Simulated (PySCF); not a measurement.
SnI2, SMILES [I][Sn][I] (connectivity only; charge and spin as stated), neutral, multiplicity 1. Atoms are numbered in the order given.

```xyz
3

Sn     0.0000     0.0000     1.1994
I      0.0000     2.1387    -0.5657
I      0.0000    -2.1387    -0.5657
```
Charge 0, spin multiplicity 1.

Coordinates come from a B3LYP-D3(BJ)/def2-SVP optimisation. The isomer is the one that the SMILES or the coordinates give; other isomers of the formula were not compared. The def2 effective core potentials stand for the cores of I, Sn; spin–orbit coupling is left out.

Method: IEF-PCM-M06-2X/def2-SVP run with PySCF.

The values are the electrostatic part of the solvation free energy, E(continuum) − E(gas) at the gas-phase geometry, in a cavity of scaled van der Waals radii (PySCF's table); cavitation and dispersion terms are not included. A continuum can't describe solvent molecules that bind to the metal. In vacuum the orbital gap is 5.60 eV. The dipole moment in vacuum is 3.32 D.

Computed values in water (ε = 78.36), acetonitrile (ε = 35.69), 2-propanol (ε = 19.26):
| solvent | ε | ΔG(elec) (kcal/mol) | dipole (D) | gap (eV) |
|---|---|---|---|---|
| water | 78.36 | -6.2 | 5.23 | 5.92 |
| acetonitrile | 35.69 | -6.0 | 5.17 | 5.91 |
| 2-propanol | 19.26 | -5.8 | 5.08 | 5.90 |
